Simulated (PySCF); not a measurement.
Co²⁺ (cobalt, charge +2) across methods

[Ar] 3d6 4s1, high-spin 6D determinant (an excited configuration). All numbers are calculated (PySCF 2.14, no relativity, point nucleus, in def2-QZVPPD (11s6p5d4f2g, 100 functions)). The B2PLYP total includes its PT2 part (frozen core); its orbital energies are those of the SCF part.

```
   method  E (hartree)  mean ε 3d α (eV)  mean ε 3d β (eV)  mean ε 4s α (eV)  Σ⟨r²⟩ (bohr²)   ⟨S²⟩
  r2SCANh    -1381.579           -37.400           -32.608           -24.367          19.47  8.751
CAM-B3LYP    -1381.679           -39.988           -35.582           -26.004          19.54  8.751
      UHF  -1380.43084           -46.898           -40.615           -26.644          19.61  8.752
   B2PLYP    -1381.341           -41.638           -36.549           -25.367          19.54  8.752
     PBE0    -1381.385           -38.631           -33.948           -24.596          19.52  8.751
  wB97M-V    -1381.527           -41.001           -36.517           -26.627          19.61  8.751
      PBE    -1381.337           -35.610           -31.351           -23.763          19.57  8.750
   r2SCAN    -1381.583           -36.259           -31.582           -24.049          19.48  8.751
      LDA    -1378.987           -35.876           -31.311           -24.066          19.53  8.751
```
